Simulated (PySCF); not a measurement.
**UHF on Tl⁺ (thallium, charge +1)**

Configuration: [Xe] 4f14 5d10 6s2, closed-shell 1S. All numbers are calculated (PySCF 2.14, scalar relativity by spin-free X2C-1e, in x2c-QZVPPall (16s10p9d6f1g, 142 functions)).

```json
{
 "Total energy": "-20243.599331 hartree",
 "One-electron energy": "-27702.9513 hartree",
 "Hartree (Coulomb) energy": "7839.9962 hartree",
 "Exchange energy": "-380.6442 hartree",
 "⟨S²⟩": "0.0000",
 "⟨L²⟩": "0.000",
 "Sum of ⟨r⟩": "44.24 bohr",
 "Sum of ⟨r²⟩": "52.43 bohr²",
 "Langevin diamagnetic susceptibility": "-41.5 ×10⁻⁶ cm³/mol"
}
```

```tsv
shell	electrons	mean orbital energy (hartree)	rms radius, mean of both spins (bohr)
1s	2	-3160.81141	0.0184
2s	2	-568.67175	0.0743
2p	6	-491.41808	0.0684
3s	2	-138.56089	0.189
3p	6	-115.86919	0.192
3d	10	-91.17168	0.176
4s	2	-32.54797	0.416
4p	6	-24.94809	0.443
4d	10	-15.63389	0.471
5s	2	-5.88276	0.942
4f	14	-5.36546	0.510
5p	6	-3.70979	1.08
5d	10	-1.10796	1.47
6s	2	-0.68776	2.64
```

Spin-orbit coupling, which splits the p, d and f shells strongly at this Z, is absent.

Densities and radii are taken from the X2C orbitals without a picture-change correction, which distorts them close to the nucleus.
